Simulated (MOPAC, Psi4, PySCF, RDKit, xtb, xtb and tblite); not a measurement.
Two geometries of SMILES OCO[SiH3], relaxed at GFN2-xTB with one dihedral held; other torsions can differ between them too.

Structure A

```
10

O      1.8966     0.3797     0.2296
C      0.9666    -0.6595     0.2915
O      0.6277    -1.1465    -0.9511
Si    -0.3401    -0.4836    -2.0835
H      2.1078     0.5377    -0.6965
H      1.4076    -1.4921     0.8625
H      0.0761    -0.2947     0.8280
H     -0.2611    -1.5403    -3.0751
H     -1.6775    -0.2444    -1.5407
H      0.1987     0.7957    -2.5620
```

Structure B

```
10

O      1.7382     0.1045     0.7917
C      0.9244    -0.8398     0.1547
O      0.7315    -1.9105     0.9765
Si     1.3388    -2.0423     2.4903
H      1.8802     0.8648     0.2188
H     -0.0586    -0.3980    -0.0936
H      1.3975    -1.1898    -0.7815
H      0.7811    -3.3555     2.7849
H      2.8010    -2.0233     2.4931
H      0.8313    -0.9904     3.3711
```

**Question.** Which is lower in energy at the level DF-MP2 (frozen core)/cc-pVTZ // GFN2-xTB (Psi4), and by how much?

**Answer.** B is lower, by 2.28 kJ/mol (dihedral H5–O1–C2–O3: 0° in A, 180° in B).

E(B) − E(A) in kJ/mol at the other levels, on the same two geometries: GFN2-xTB (xtb and tblite) 5.19; MMFF94 // GFN2-xTB (RDKit) 22.08; B3LYP/def2-TZVP // GFN2-xTB (Psi4) -0.16; B3LYP-D3(BJ)/def2-TZVP // GFN2-xTB (Psi4) 0.07; PBE/def2-TZVP // GFN2-xTB (Psi4) -0.27; PBE-D3(BJ)/def2-TZVP // GFN2-xTB (Psi4) -0.12; HF/cc-pVTZ // GFN2-xTB (Psi4) -2.45; UFF // GFN2-xTB (RDKit) -8.37; PM7, restricted, heats of formation // GFN2-xTB (MOPAC) 11.71; AM1, restricted, heats of formation // GFN2-xTB (MOPAC) -1.38; GFN1-xTB // GFN2-xTB (xtb) 3.92; restricted B3LYP/6-31G*, spherical d // GFN2-xTB (PySCF) -2.85; restricted MP2 (frozen core)/6-31G*, spherical d // GFN2-xTB (PySCF) -3.75; restricted B3LYP/3-21G // GFN2-xTB (PySCF) -15.75; restricted MP2 (frozen core)/3-21G // GFN2-xTB (PySCF) -16.19.
